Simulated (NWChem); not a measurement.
System: ZrH2O2Cl2; SMILES [OH][Zr]([OH])([Cl])[Cl]

Input file for NWChem:

```
start job
memory heap 200 mb stack 900 mb global 1100 mb
geometry units angstroms noautoz
  Zr    -0.292579    -0.009014     0.000155
  Cl     1.024594     1.955623    -0.003150
  Cl     1.081240    -1.934384     0.002677
  O     -1.374454    -0.027565    -1.554775
  H     -1.995880    -0.042268    -2.282712
  O     -1.373525    -0.022875     1.555730
  H     -1.994524    -0.035434     2.284010
end
basis spherical
  * library def2-svp
end
ecp
  Zr library def2-ecp
end
dft
  xc xtpss03 ctpss03
  iterations 150
  mulliken
end
task dft energy
```

Coordinates come from a PBE0/def2-SVP optimisation. Not confirmed as a minimum by frequencies. def2 effective core potentials on Zr; no spin-orbit coupling.

What results follow from this input? (TPSS/def2-SVP with def2 effective core potentials on Zr.) Quantities: energy (Ha); highest occupied level (eV); orbital gap (eV); dipole (D).

The energy (Ha) is -1119.06 and the highest occupied level (eV) is -7.50. The orbital gap (eV) is 5.74 and the dipole (D) comes out as 4.12.
